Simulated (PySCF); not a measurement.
PySCF 2.14 output of an unrestricted MN15 calculation on a single atom or ion in def2-SVP with the def2 core potential (28 electrons) (5s3p2d1f, 31 functions), with scalar relativity through the core potential:

```
SCF conv_tol = 1e-09
number electrons alpha = 9  beta = 8
    H. S. Yu, X. He, S. L. Li, and D. G. Truhlar.,  Chem. Sci. 7, 5032-5051 (2016)
    H. S. Yu, X. He, S. L. Li, and D. G. Truhlar.,  Chem. Sci. 7, 5032-5051 (2016)
cycle= 1 E= -127.262495613963  delta_E= -0.00478  |g|= 0.0893  |ddm|=  0.2
cycle= 2 E= -127.264081669178  delta_E= -0.00159  |g|= 0.0666  |ddm|= 0.149
cycle= 3 E= -127.266094458798  delta_E= -0.00201  |g|= 0.00259  |ddm|= 0.0646
cycle= 4 E= -127.266137888126  delta_E= -4.34e-05  |g|= 0.00125  |ddm|= 0.0222
cycle= 5 E= -127.266149981394  delta_E= -1.21e-05  |g|= 0.000331  |ddm|= 0.0152
cycle= 6 E= -127.266150851471  delta_E= -8.7e-07  |g|= 5.66e-05  |ddm|= 0.00491
cycle= 7 E= -127.266150870842  delta_E= -1.94e-08  |g|= 1.08e-05  |ddm|= 0.00052
cycle= 8 E= -127.266150871517  delta_E= -6.75e-10  |g|= 1.31e-06  |ddm|= 0.00012
converged SCF energy = -127.266150871517  <S^2> = 0.76062216  2S+1 = 2.0105941
```

The run itself started from symmetry-adapted Hartree-Fock orbitals and held the occupation by maximum overlap, on a logarithmic radial grid, so the iterations belong to that start.

**Question.** Which element, charge and spin multiplicity is this?

**Answer.** Pd⁺ (palladium, charge +1), multiplicity 2; the state was [Kr] 4d9, 2D determinant.

Energies and moments cover only the electrons outside the core potential.
